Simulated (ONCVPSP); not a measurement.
## What one change does to a pseudopotential (thallium (Tl), ONCV)

| Quantity | Value |
| --- | --- |
| Element | Tl |
| Generator | ONCVPSP 4.0.1 |
| Type | optimised norm-conserving Vanderbilt (ONCV) |
| Functional | LDA (Perdew-Wang 92) |
| Relativity | fully relativistic |
| Frozen core | [Kr] 4d10 4f14 |
| Valence charge | 21 |
| Reference configuration | 5s2 5p6 5d10 6s2 (charge +1) |
| Partial waves | 5s+6s: rc 1.55 bohr, ncon 5, nbas 9, qcut 6.1 1/bohr, 2 projectors; 5p: rc 1.20 bohr, ncon 4, nbas 7, qcut 11.9 1/bohr, 2 projectors, debl 2 Ha; 5d: rc 1.45 bohr, ncon 4, nbas 8, qcut 7 1/bohr, 2 projectors, debl 2.2 Ha; f scattering state at 0.27 Ha: rc 1.20 bohr, ncon 4, nbas 8, qcut 9.1 1/bohr, local |
| Local potential | the f channel |
| Core correction | none |

Open shells are filled in proportion to 2j + 1.

In the p channel the program set the typed energies aside and used -2.872, 0.250 Ha (j = l + 1/2; the other j can differ).

Change: all radii scaled by about 1.28 (s 1.98, p 1.54, d 1.86, f 1.54 bohr).

Cutoffs: the cutoffs (Ha) at which the residual kinetic energy of the hardest occupied pseudo-wave falls to 1 and 0.1 mHa per electron; they do not see the model core or the augmentation charge, which bear on the density cutoff. Errors are all-electron minus pseudo energies relative to the spin-unpolarised reference configuration.

Task: Predict the effect on cutoff, ghosts and configuration errors.

Result: The potential gets softer (51 Ha and 97 Ha → 42 Ha and 50 Ha); of the 4 tests that both files solve, the error grows in 3 and shrinks in 0 by more than 15 % and 0.3 meV (median size 5.4 → 11.6 meV); neither file shows a bound ghost. A larger radius leaves more room for a smooth pseudo-wave, so fewer plane waves are needed. More of the atom is replaced by a form fitted at one configuration, so other configurations suffer.

| quantity | base | changed |
| --- | --- | --- |
| cutoff, loose | 51 Ha | 42 Ha |
| cutoff, tight | 97 Ha | 50 Ha |
| loose cutoff by channel | s 42 Ha, p 51 Ha, d 23 Ha | s 11 Ha, p 42 Ha, d 21 Ha |
| bound ghosts | none | none |
| GHOST(+) flags under 300 eV | s at 81.8 eV | none |
| error for 5s2 5p6 5d10 6s2 6p1, meV [ΔE -5.51 eV] | -0.1 | 0.0 |
| error for 5s2 5p6 5d10 6s1, meV [ΔE 21.20 eV] | -1.5 | -3.6 |
| error for 5s2 5p6 5d10 6s0, meV [ΔE 51.79 eV] | -9.8 | -20 |
| error for 5s2 5p6 5d9 6s0, meV [ΔE 103.85 eV] | -9.3 | -20 |
